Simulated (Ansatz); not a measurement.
```xyz
12

C     0.384   -0.288   -2.140
Si   -0.390    0.535   -0.668
O     0.126   -0.215    0.696
Si    0.048   -0.257    2.326
H     1.473   -0.225   -2.093
H     0.054    0.196   -3.063
H     0.102   -1.342   -2.189
H    -1.875    0.451   -0.738
H    -0.007    1.973   -0.607
H     0.917   -1.359    2.805
H    -1.350   -0.500    2.772
H     0.518    1.031    2.901
```

Total charge 0; spin multiplicity 1.

Problem. List the CAM-B3LYP/def2-TZVPP orbital energies in eV (Ansatz). (Estimate.)

Solution. The calculation gave: Occupied: -1801.43, -1801.30, -522.43, -278.35, -145.91, -145.78, -101.28, -101.22, -101.22, -101.15, -101.09, -101.08, -29.31, -21.40, -17.93, -15.51, -13.74, -13.44, -12.90, -12.66, -12.61, -10.94, -10.89, -10.03, -9.96. Lowest empty: 1.07, 1.77, 2.43, 2.75, 2.77, 2.91, 3.50, 3.73.
